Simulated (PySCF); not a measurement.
Strontium: a sound run and one with changed settings

Sound run: Sr [Kr] 5s2, Sr+ [Kr] 5s1. Computed with PySCF 2.14 in x2c-SVPall (6s4p5d1f, 50 functions), with scalar relativity by spin-free X2C-1e. In the sound run the correlated levels freeze [Kr]. The sound run starts from symmetry-adapted Hartree-Fock orbitals and uses a fine grid where one is needed.

Changed run: all electrons correlated in a basis built for the valence shell.

```tsv
species	method	sound run (hartree)	changed run (hartree)	converged
Sr	MP2	-3177.03991	-3177.25866	yes
Sr+	MP2	n/a	-3177.05961	yes
```

Ionisation energy of Sr:

| method | sound run (eV) | changed run (eV) |
| --- | --- | --- |
| UHF | 4.774 | 4.774 |
| MP2 | 5.203 | 5.417 |
| SCS-MP2 | 5.288 | 5.459 |

A valence basis has no tight correlating functions, so it recovers only part of the core correlation, and not evenly between atom and ion.

For comparison, NIST gives 5.695 eV between the lowest levels.
